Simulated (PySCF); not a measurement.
# Correlation energy of P²⁺ (phosphorus, charge +2)

[Ne] 3s2 4s1, 2S determinant (an excited configuration). Calculation: PySCF 2.14, in x2c-TZVPPall with one added diffuse shell each of s, p, d type (6s6p4d1f, 51 functions); scalar relativity by spin-free X2C-1e. Frozen: 1s2; 11 electrons correlated.

MP2 pair energies summed by pair of shells (mhartree):

```csv
pair,energy,share (%)
2p-2p,-108.85,52.4
3s-3s,-34.76,16.7
2p-3s,-22.27,10.7
2s-2p,-20.86,10.0
3s-4s,-12.09,5.8
2s-2s,-4.46,2.1
2s-3s,-2.14,1.0
2p-4s,-1.99,1.0
2s-4s,-0.17,0.1
```

Total MP2 correlation energy: -207.59 mhartree.

Same-spin part -53.21 and opposite-spin part -154.38 mhartree; SCS-MP2 scales them by 1/3 and 6/5 to -202.99 mhartree.

This basis was not built for core-valence correlation, so the inner-shell part is incomplete.
